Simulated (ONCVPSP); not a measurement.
## Which change was made? (Mo, ONCV)

- Element: Mo
- Generator: ONCVPSP 4.0.1
- Type: optimised norm-conserving Vanderbilt (ONCV)
- Functional: PW91
- Relativity: fully relativistic
- Frozen core: [Ar] 3d10
- Valence charge: 14
- Reference configuration: 4s2 4p6 4d5 (charge +1)
- Partial waves: 4s: rc 1.10 bohr, ncon 4, nbas 7, qcut 4.6 1/bohr, 2 projectors, debl 1.9 Ha; 4p: rc 2.10 bohr, ncon 4, nbas 8, qcut 8.1 1/bohr, 2 projectors, debl 1.4 Ha; 4d: rc 2.25 bohr, ncon 4, nbas 8, qcut 5.8 1/bohr, 1 projector
- Local potential: polynomial inside 0.80 bohr (lpopt 5, dvloc0 3 Ha)
- Core correction: polynomial model core, fcfact 0.6

Open shells are filled in proportion to 2j + 1.

In the s channel the program set the typed energies aside and used -2.615, 0.250 Ha. In the p channel the program set the typed energies aside and used -1.637, 0.250 Ha (j = l + 1/2; the other j can differ).

Cutoffs, loose and tight: the cutoffs (Ha) at which the residual kinetic energy of the hardest occupied pseudo-wave falls to 1 and 0.1 mHa per electron. They do not see the model core or the augmentation charge, which bear on the density cutoff. Test errors are all-electron minus pseudo excitation energies from the reference, over the configurations 4s2 4p6 4d5 5s1; 4s2 4p6 4d4; 4s2 4p6 4d3; 4s2 4p6 4d4 5s1 5p1; variants that change the core or the reference have their own tests.

The base gives: outcome: generated, projector energies reset by the program; cutoff, loose: 96 Ha; cutoff, tight: 111 Ha; bound ghosts: none; GHOST(+) flags above zero: s; largest test error (meV): +36.

**Question.** After one change the result is: outcome: generated, projector energies reset by the program; cutoff, loose: 96 Ha; cutoff, tight: 111 Ha; bound ghosts: none; GHOST(+) flags above zero: s, d5/2; largest test error (meV): +86. Which change was it?
A. d: rc 1.58
B. d: nproj 3
C. d: qcut 4.4
D. reference 4s2 4p6 4d5 5s0.5; wave 4s: rc 1.10 bohr, ncon 4, nbas 7, qcut 4.6 1/bohr, 2 projectors, debl 1.9 Ha becomes 4s+5s: rc 1.10 bohr, ncon 4, nbas 7, qcut 4.6 1/bohr, 2 projectors

**Answer.** C. The others give: d: nproj 3 → outcome: generated, projector energies reset by the program; cutoff, loose: 96 Ha; cutoff, tight: 111 Ha; bound ghosts: none; GHOST(+) flags above zero: s; largest test error (meV): +54 | reference 4s2 4p6 4d5 5s0.5; wave 4s: rc 1.10 bohr, ncon 4, nbas 7, qcut 4.6 1/bohr, 2 projectors, debl 1.9 Ha becomes 4s+5s: rc 1.10 bohr, ncon 4, nbas 7, qcut 4.6 1/bohr, 2 projectors → outcome: generated, projector energies reset by the program; cutoff, loose: 96 Ha; cutoff, tight: 125 Ha; bound ghosts: none; GHOST(+) flags above zero: s; largest test error (meV): +0.3 | d: rc 1.58 → outcome: generated, projector energies reset by the program; cutoff, loose: 96 Ha; cutoff, tight: 111 Ha; bound ghosts: none; GHOST(+) flags above zero: s; largest test error (meV): +12.
